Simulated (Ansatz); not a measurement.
Basis-set extrapolation for H₅O₂Si₂, SMILES `O[Si](O)[SiH3]` radical (PBE0-D4/def2-TZVP geometry, frozen core, Ansatz 0.2.0). Multiplicity 2, UHF reference.

|  | def2-TZVPP | def2-QZVPP |
| --- | --- | --- |
| HF | -730.651690 | -730.677963 |
| MP2 correlation | -0.706157 | -0.763739 |
| CCSD(T) correlation | -0.769428 | not run |

Energies in hartree. Use E(X) = E(∞) + A·exp(−7.88·√X) for Hartree–Fock and E(X) = E(∞) + B·X^(−2.97) for correlation, with X = 3 and 4, and add CCSD(T) minus MP2 of the smaller set to the MP2 limit.

What is the CCSD(T) energy at the basis-set limit?

HF limit: -730.677963 + (-0.026273) × 0.13774 = -730.68158. MP2 limit: -0.763739 + (-0.057582) × 0.74074 = -0.80639. Higher-order term: -0.769428 − (-0.706157) = -0.06327. Total: -731.55124 hartree, 341.6 kJ/mol below CCSD(T)/def2-TZVPP.
